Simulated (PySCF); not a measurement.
C2H5OSi (doublet state).
Z-matrix (Å and degrees, GFN2-xTB geometry), rows numbered from 1:
```
C 
Si  1  1.8229
C   2  1.9447  1  101.29
O   3  1.1983  2  123.80  1    94.91
H   1  1.0768  2  122.63  3    84.43
H   1  1.0767  2  122.08  3   -84.60
H   2  1.4648  1  114.46  3  -111.91
H   2  1.4586  1  115.09  3   114.70
H   3  1.1092  2  115.98  1   -80.88
```

The hyperfine couplings belong to this conformer and change with its torsions.

Identity: `[CH2][SiH2]C=O` [radical].

Theory: UKS B3LYP, pcH-1 on C H O Si, non-relativistic, mean-field spin-orbit, GIAO (PySCF 2.14.0). Isolated species at its GFN2-xTB geometry (one conformer only). A GFN2-xTB geometry isn't a minimum of the functional, and hyperfine couplings can be far from their values at a DFT geometry. The SCF solution wasn't tested for stability.

**Question.** The isotropic 13C couplings are +76.9, +69.6 MHz. Assign them to C1; C3.

**Answer.** 
```tsv
site	a_iso (MHz)	ρ(0) (bohr⁻³)	position	distance from C1 (Å)	spin population	largest |T| (MHz)
C1	+76.9	+0.0685	largest spin population	0.00	+0.99	144.1
C3	+69.6	+0.0620	2 bonds from C1	2.91	+0.05	14.7
```

ρ(0) is the spin density at the nucleus and T the dipolar tensor; a_iso includes a spin–orbit part; entries for several nuclei are means. The largest Mulliken spin population is on C1 (+0.99). The angles at C1 add up to 359.2°, so it is planar; its axial dipolar tensor and the negative couplings of its protons fit spin in a p orbital normal to that plane.

Nuclei that the bonding pattern makes equivalent are averaged, as if the motion that swaps them (rotation, inversion, ring flip) were fast. The 1H value of +25.4 MHz is a mean of couplings from 22.9 to 27.9 MHz in this one geometry, not an average over conformers.
